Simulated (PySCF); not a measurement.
# One molecule, several mistakes: AlH4OSi cation

These are calculations, not measurements. They come from PySCF 2.14.0, an open-source quantum chemistry program, on an isolated molecule that a program drew, which may never have been made. The molecule is AlH4OSi cation (charge +1, singlet), drawn as the SMILES string `[AlH2][O][SiH2+]`.

Each row is a Hartree-Fock (HF) and frozen-core CCSD(T) single point in the cc-pV(D+d)Z basis, meant for a local HF minimum. Run 1 is clean. Each other run has one planted mistake out of seven kinds, and not every kind appears here: one electron removed, one electron added, multiplicity raised by two, geometry at a saddle point, minimal basis STO-3G, one bond length entered in bohr, all coordinates scaled. The reference is restricted for singlets and unrestricted otherwise, and also for a bond in bohr. Adding or removing an electron swaps singlet and doublet. Electrons count all cores. HOMO and LUMO are orbital energies over both spins, the gradient is its largest component, and the lowest frequency (negative if imaginary) is given only where the gradient is small. Bond lengths are over the 6 bonds as drawn. T1 is the CCSD diagnostic: over 0.02 (restricted) or 0.045 (unrestricted) a single reference is doubtful.

Geometry of the clean run:
```xyz
7
AlH4OSi cation, angstrom
Al    0.9446   -0.5111    2.2409
O     1.5503   -0.8920    0.5980
Si    2.0730   -1.2208   -0.8169
H    -0.4106    0.2463    2.2012
H     1.9061   -1.0213    3.3487
H     1.6970   -2.4799   -1.4466
H     2.9351   -0.2676   -1.5034
```

```
run  electrons  basis functions  <S^2>  HOMO (eV)  LUMO (eV)  gradient (hartree/bohr)  lowest frequency (cm^-1)  mean bond (Å)  longest bond (Å)      T1  HF (hartree)  CCSD(T) (hartree)               mistake
  1         38               80  0.000     -16.13      -4.59                  1.9e-05                       115         1.5593             1.792  0.0170    -607.86360         -608.23157              no fault
  2         37               80  0.846     -23.22     -14.06                  7.0e-02                         -         1.5593             1.792  0.0251    -607.31001         -607.65255  one electron removed
  3         39               80  0.769      -6.03       1.16                  9.7e-02                         -         1.5593             1.792  0.0154    -608.05793         -608.43767    one electron added
  4         38               80  0.000     -16.08      -4.68                  3.5e-05                      -116         1.5601             1.796  0.0159    -607.86196         -608.22900                     ?
  5         38               27  0.000     -14.29      -0.45                  3.6e-02                         -         1.5593             1.792  0.0298    -600.66102         -600.82559                     ?
```

**Which mistake was planted in run 4, and what did it cost?**

The gradient is small, so the point is stationary, but the lowest frequency is imaginary (-116 cm^-1). So the mistake is: geometry at a saddle point. Subtracting run 1 and multiplying by 627.51 kcal/mol a hartree, the energy moved by 1.0 kcal/mol in HF and 1.6 kcal/mol in CCSD(T).

**Which mistake was planted in run 5, and what did it cost?**

It has 27 basis functions where the clean run has 80, with the same electrons and geometry. So the mistake is: minimal basis STO-3G. Subtracting run 1 and multiplying by 627.51 kcal/mol a hartree, the energy moved by 4519.7 kcal/mol in HF and 4647.3 kcal/mol in CCSD(T).

Cautions from the logs. Run 5: T1 is over the limit, so its CCSD(T) energy is less reliable.
